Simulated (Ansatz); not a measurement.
A CCSD(T) single point on C3H7NSi (`CC[SiH2]C#N`).

```yaml
crystal:
  periodic: [false, false, false]
  atoms:
    - {symbol: C, position_ang: [-0.943489, 0.666673, 1.020978]}
    - {symbol: C, position_ang: [0.520448, 0.346969, 0.730710]}
    - {symbol: Si, position_ang: [0.753747, -0.937102, -0.602321]}
    - {symbol: C, position_ang: [-0.055358, -0.316131, -2.153326]}
    - {symbol: N, position_ang: [-0.571692, 0.100923, -3.094967]}
    - {symbol: H, position_ang: [-1.032935, 1.416485, 1.810011]}
    - {symbol: H, position_ang: [-1.490647, -0.221462, 1.346720]}
    - {symbol: H, position_ang: [-1.448640, 1.057291, 0.134675]}
    - {symbol: H, position_ang: [1.024423, -0.022415, 1.631016]}
    - {symbol: H, position_ang: [1.062093, 1.248808, 0.427121]}
    - {symbol: H, position_ang: [0.081430, -2.218644, -0.278255]}
    - {symbol: H, position_ang: [2.177422, -1.176593, -0.938363]}
basis:
  gaussian: {orbitals: def2-TZVPP}
correlation: {method: ccsd_t}
output: {orbitals: {seedname: orbitals}}
```

```sh
$ ansatz run in.yaml --threads 4 --pin off --events-out ev --progress --plain
```

Log, shortened:

```
Functional definition: HF
1541 factors; integrals over basis functions are off by at most 9.1e-4 eV
mean field evaluation 1: about -12543.7922 eV, gradient 4.0e1 eV
mean field evaluation 2: about -12544.0934 eV, gradient 4.0e1 eV
mean field evaluation 4: about -12548.3991 eV, gradient 6.5e0 eV
mean field evaluation 8: about -12548.5290 eV, gradient 3.5e-1 eV
mean field -12548.52951203 eV, -461.1499538683 hartree, gradient 1.4e-6 eV, S^2 0.000000; 0 other end points of the search recorded, 0 dependent functions left out
9 core orbitals not correlated: weight in the atoms' cores, before any rotation towards them, 1.000 or more for the frozen orbitals, at most 0.000 for the correlated occupied ones
reference -12548.52951203 eV, -461.1499538683 hartree; 14, 14 occupied and 241, 241 virtual orbitals, 1541 factors
second order -22.07146470 eV of doubles, -0.00000000 eV of singles
cycle   1  -22.42713196 eV  change   -3.6e-1 eV  update   1.1e-1
cycle   2  -23.08646012 eV  change   -6.6e-1 eV  update   3.4e-2
cycle   3  -23.21702687 eV  change   -1.3e-1 eV  update   1.5e-2
cycle   4  -23.21544961 eV  change    1.6e-3 eV  update   3.8e-3
cycle   5  -23.21785338 eV  change   -2.4e-3 eV  update   1.6e-3
cycle   6  -23.21809832 eV  change   -2.4e-4 eV  update   3.9e-4
cycle   7  -23.21817944 eV  change   -8.1e-5 eV  update   1.2e-4
cycle   8  -23.21823256 eV  change   -5.3e-5 eV  update   3.4e-5
cycle   9  -23.21823395 eV  change   -1.4e-6 eV  update   1.3e-5
perturbative correction -1.03092903 eV, -0.0378859429 hartree
Total energy: -12572.77867500 eV, -462.0410941709 hartree
```

Run time 2.7 min (4 threads of a server CPU on a shared host); peak host memory 6.5 GiB.

MP2 recovers 91.0 % of the CCSD(T) correlation energy and the triples give 4.3 %; T1 = 0.0117.
